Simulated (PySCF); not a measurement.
This PySCF input asks for the NMR shieldings of SMILES CNN([SiH3])CC(C)(C)C, C6H18N2Si; the geometry comes from GFN2-xTB.

```python
import basis_set_exchange as bse
import numpy as np
from pyscf import gto, dft
from pyscf.prop import nmr

atoms = """
C     2.673930   -1.239569    0.629732
N     1.601052   -0.879333   -0.280979
N     1.060440    0.407522   -0.038545
Si    1.967031    1.845160   -0.316585
C    -0.120865    0.371750    0.792975
C    -1.402178   -0.096589    0.066522
C    -2.605279    0.274218    0.938731
C    -1.519323    0.606631   -1.285093
C    -1.377169   -1.611956   -0.138016
H     3.539824   -0.567023    0.573780
H     2.990414   -2.254536    0.396072
H     2.285384   -1.219632    1.647273
H     1.951466   -0.893938   -1.236585
H     2.760164    1.550942   -1.514499
H     2.887881    2.239553    0.765341
H     0.992823    2.911490   -0.522076
H     0.052490   -0.281199    1.656940
H    -0.281917    1.384295    1.166762
H    -3.525964   -0.084056    0.483485
H    -2.679318    1.353408    1.056497
H    -2.516615   -0.172766    1.926832
H    -1.510111    1.686487   -1.155789
H    -0.686601    0.332120   -1.926032
H    -2.446174    0.323056   -1.778750
H    -0.488395   -1.899528   -0.690609
H    -1.363044   -2.124476    0.821687
H    -2.259841   -1.935607   -0.686075
"""
names = dict.fromkeys(["C", "N", "Si", "H"], "pcSseg-1")
basis = {el: gto.basis.parse(bse.get_basis(n, elements=[el], fmt="nwchem")) for el, n in names.items()}
mol = gto.M(atom=atoms, basis=basis, charge=0, verbose=0)
mf = dft.RKS(mol, xc="PBE0")
mf.grids.level = 2
mf.grids.alignment = dft.numint.BLKSIZE   # the property module wants whole blocks of grid points
mf.conv_tol = 1e-9
mf.kernel()

calc = nmr.RKS(mf)   # GIAO
C = mf.mo_coeff
Co = C[:, mf.mo_occ > 0]
resp = mf.gen_response(singlet=True, hermi=2)
def vind(x):   # induced exchange potential for any number of trial vectors
    d = np.einsum("pi,xij,qj->xpq", C, 2 * x.reshape(-1, C.shape[1], Co.shape[1]), Co, optimize=True)
    return np.einsum("xpq,pi,qj->xij", resp(d - d.transpose(0, 2, 1)), C, Co, optimize=True).ravel()
mo1, _ = nmr.rhf.solve_mo1(calc, with_cphf=vind)
sigma = calc.kernel(mo1)
for i, s in enumerate(sigma):   # ppm
    print("%2d %-2s %9.2f" % (i, mol.atom_pure_symbol(i), np.trace(s) / 3))
```

Q: What are the results?

A: 
```
 0 C     149.86
 1 N     170.08
 2 N     194.34
 3 Si    399.66
 4 C     125.28
 5 C     151.05
 6 C     155.33
 7 C     159.08
 8 C     155.47
 9 H      29.08
10 H      29.31
11 H      29.00
12 H      29.55
13 H      27.03
14 H      26.50
15 H      27.11
16 H      28.80
17 H      29.64
18 H      30.82
19 H      31.06
20 H      30.83
21 H      31.03
22 H      30.23
23 H      30.97
24 H      28.83
25 H      31.07
26 H      31.07
```

These numbers come from an equivalent density-fitted implementation of the same equations, which agrees with the script to about 0.01 ppm for H and up to a few tenths of a ppm for heavy atoms, so last digits may differ.

Q: Turn these shieldings into chemical shifts. Scale: $^{13}$C (σref 186.93), $^{29}$Si (σref 349.16), $^{1}$H (σref 31.72) vs TMS; $^{15}$N (σref 267.73) against NH3 (reference shieldings calculated alike).

A: Averaging equivalent atoms: C 4: 61.6; C 0: 37.1; C 5: 35.9; C 6/7/8: 30.3; N 1: 97.6; N 2: 73.4; Si 3: -50.5; H 13/14/15: 4.84; H 9/10/11: 2.59; H 16/17: 2.50; H 12: 2.17; H 18/19/20/21/22/23/24/25/26: 1.06 ppm. Experimental scales use liquid or dissolved standards, which lie at an offset from isolated NH3 (liquid NH3: subtract about 20 ppm).

Size and cost of the density-fitted run: 250 basis functions, 65 s wall time on 1 thread of an Arm Neoverse V1, shared host; peak memory 1.2 GiB.
